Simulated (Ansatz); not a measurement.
Species: AlBrF2, SMILES `[F][Al]([F])[Br]` (charge 0, multiplicity 1).

### Question
Give a relaxed geometry from Ansatz (a first-principles code) with B3LYP-D3(BJ)/def2-TZVP.

### Answer
the end point of this relaxation (outside a Z-matrix the atoms follow the SMILES, hydrogens last).
Z-matrix (Å, degrees):
```
Al
F 1 1.6369
F 1 1.6369 2 118.69
Br 1 2.2248 2 120.66 3 -180.00
```
